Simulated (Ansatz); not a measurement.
Isolated molecules relaxed with PBE0-D4/def2-TZVP in Ansatz; ΔE leaves out vibrations. CBS: MP2 limit from def2 TZ/QZ plus the TZ coupled-cluster correction, frozen cores. Each species was taken in one conformer, which may not be the lowest.

Consider the formal exchange of groups at the Si–C bond: `[SiH3]C1=CS1` + `NCOCF` → `FCOC[SiH3]` + `NC1=CS1`.

`[SiH3]C1=CS1`:

Cartesian coordinates in Å:
```
Si 0.295 -0.689 1.051
C -0.125 0.348 -0.400
C -0.394 0.662 -1.613
S -0.457 2.195 -0.698
H 0.427 -2.099 0.608
H 1.572 -0.200 1.626
H -0.788 -0.555 2.056
H -0.530 0.338 -2.631
```

`NCOCF`:

```xyz
11

N    -0.713   -0.524   -1.765
C    -0.019   -0.556   -0.537
O    -0.289    0.614    0.258
C     0.483    0.720    1.374
F     0.111   -0.208    2.335
H    -0.476    0.295   -2.309
H    -1.714   -0.544   -1.630
H    -0.317   -1.442    0.030
H     1.062   -0.599   -0.718
H     0.327    1.713    1.798
H     1.546    0.531    1.165
```

`FCOC[SiH3]`:

Cartesian coordinates in Å:
```
F 1.130 -1.211 1.051
C 0.645 -0.050 1.638
O 0.589 0.966 0.737
C -0.457 0.859 -0.226
Si -0.272 -0.520 -1.525
H 1.348 0.238 2.422
H -0.343 -0.304 2.046
H -0.464 1.817 -0.752
H -1.427 0.772 0.285
H 1.115 -0.551 -2.050
H -1.207 -0.164 -2.629
H -0.657 -1.852 -0.997
```

`NC1=CS1`:

Z-matrix (Å, degrees):
```
N
C 1 1.342
H 1 1.006 2 116.4
H 1 1.007 2 117.1 3 142.3
C 2 1.284 1 152.3 3 -162.3
S 2 1.791 1 134.9 3 25.9
H 5 1.071 2 155.4 1 -0.6
```

```csv
level,ΔE (kJ/mol)
CCSD(T)/def2-TZVPP,51.0
CCSD/CBS(def2),50.1
```

Task: What does CCSD(T)/CBS give? (Best estimate.)

Result: The calculation gave: +50.0 kJ/mol. The listed levels differ from it by 1.0, 0.1 kJ/mol.

Largest T1 diagnostic among the species: 0.013.

The D4 term adds −3.1 kJ/mol with B3LYP and −1.5 kJ/mol with PBE0; it sums over pairs of atoms, weighted by their polarisabilities, and B3LYP, whose exchange is more repulsive, gets the larger term. In def2-TZVPP, CCSD(T) changes the Hartree–Fock value by −3.6 kJ/mol (the triples alone add −0.1 kJ/mol) and MP2 by −4.2 kJ/mol.

B3LYP here is the variant with VWN-RPA as its local correlation; programs differ in this.
